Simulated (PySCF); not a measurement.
C2H4N, SMILES CC#[NH+], charge +1.

The structure is a stationary point at PBE-D3(BJ)/def2-TZVP. The isomer is the one that the SMILES or the coordinates give; other isomers of the formula were not compared.

These are PBE-D3(BJ)/def2-TZVP (PySCF) values and carry that method's errors.

Frequencies are harmonic and unscaled.

Modes within 1.5 cm⁻¹ of each other (mostly degenerate sets) share a row, with their intensities summed.

### Question
List the normal modes with their intensities. (The exact figures need the calculation; the answer reports its results.)

### Answer

```tsv
mode	ν (cm⁻¹)	IR (km/mol)	Raman (Å⁴/amu)	depolarisation	moving atoms (share of kinetic energy)
1–2	384	8.5	2.3	0.75	C 56 %, H 30 %, N 13 %
3–4	523	286.1	0.4	0.75	H 83 %, N 16 %
5	935	6.7	4.7	0.08	C 57 %, N 25 %, H 18 %
6–7	990	17.9	0.5	0.75	H 63 %, C 37 %
8	1332	35.4	11.7	0.52	H 80 %, C 20 %
9–10	1367	44.6	13.1	0.75	H 97 %
11	2317	105.2	83.8	0.25	C 62 %, N 30 %
12	2962	70.2	169.5	0.01	H 97 %
13–14	3044	70.0	116.2	0.75	H 91 %, C 9 %
15	3605	727.5	21.7	0.17	H 88 %, N 11 %
```
